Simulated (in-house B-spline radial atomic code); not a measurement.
# Ionising the krypton ion Kr⁸⁺ with different functionals

Computed with a B-spline radial code for spherical atoms: non-relativistic Hamiltonian, point nucleus, spin-polarised at highest spin, spherical fractional occupations for the functionals, the average over the highest-spin determinants for Hartree-Fock. The ionisation energy is the difference of two self-consistent energies, [Ar] 3d10 → [Ar] 3d9, without Breit or QED terms; ε is the level of the shell that loses the electron (its least bound occupied spin orbital). There is no spin-orbit coupling in this Hamiltonian.

Hybrids are left out here: with spherical fractional occupations of an open shell their exact exchange keeps a self-interaction that integer-occupation calculations don't have.

```json
{"method": "Hartree-Fock", "rung": "Hartree-Fock", "ΔSCF (eV)": "233.14", "-ε(3d) (eV)": "237.06"}
{"method": "LDA VWN5", "rung": "LDA", "ΔSCF (eV)": "?", "-ε(3d) (eV)": "?"}
{"method": "LDA PW92", "rung": "LDA", "ΔSCF (eV)": "234.69", "-ε(3d) (eV)": "216.65"}
{"method": "LDA exchange-only", "rung": "LDA", "ΔSCF (eV)": "232.32", "-ε(3d) (eV)": "214.33"}
{"method": "PBE", "rung": "GGA", "ΔSCF (eV)": "234.39", "-ε(3d) (eV)": "216.36"}
{"method": "PBEsol", "rung": "GGA", "ΔSCF (eV)": "234.33", "-ε(3d) (eV)": "216.29"}
{"method": "BLYP", "rung": "GGA", "ΔSCF (eV)": "234.25", "-ε(3d) (eV)": "216.22"}
{"method": "RPBE", "rung": "GGA", "ΔSCF (eV)": "234.31", "-ε(3d) (eV)": "216.28"}
{"method": "PW91", "rung": "GGA", "ΔSCF (eV)": "234.58", "-ε(3d) (eV)": "216.54"}
{"method": "BP86", "rung": "GGA", "ΔSCF (eV)": "234.48", "-ε(3d) (eV)": "216.43"}
{"method": "AM05", "rung": "GGA", "ΔSCF (eV)": "234.39", "-ε(3d) (eV)": "216.35"}
{"method": "OLYP", "rung": "GGA", "ΔSCF (eV)": "235.41", "-ε(3d) (eV)": "217.37"}
{"method": "TPSS", "rung": "meta-GGA", "ΔSCF (eV)": "234.32", "-ε(3d) (eV)": "216.32"}
{"method": "SCAN", "rung": "meta-GGA", "ΔSCF (eV)": "235.48", "-ε(3d) (eV)": "217.62"}
{"method": "r2SCAN", "rung": "meta-GGA", "ΔSCF (eV)": "235.50", "-ε(3d) (eV)": "217.65"}
{"method": "M06-L", "rung": "meta-GGA", "ΔSCF (eV)": "?", "-ε(3d) (eV)": "?"}
{"method": "revTPSS", "rung": "meta-GGA", "ΔSCF (eV)": "234.21", "-ε(3d) (eV)": "216.22"}
```

(1) What does LDA VWN5 give?

(2) What does M06-L give?

(3) How do they compare with the NIST value?

## Answers

(1) ΔSCF 234.70 eV, and -ε(3d) = 216.66 eV.

(2) ΔSCF 235.58 eV, and -ε(3d) = 217.72 eV.

(3) NIST lists 233.0 eV ± 0.7 (semi-empirical, ground level to ground level). Errors run from -0.68 to +2.58 eV; Hartree-Fock is closest (+0.14 eV), though others lie within the uncertainty of it, and part of that can be cancellation, since the calculations leave out relativity, Breit-QED terms, multiplet and fine-structure energies. Hartree-Fock also lacks correlation.
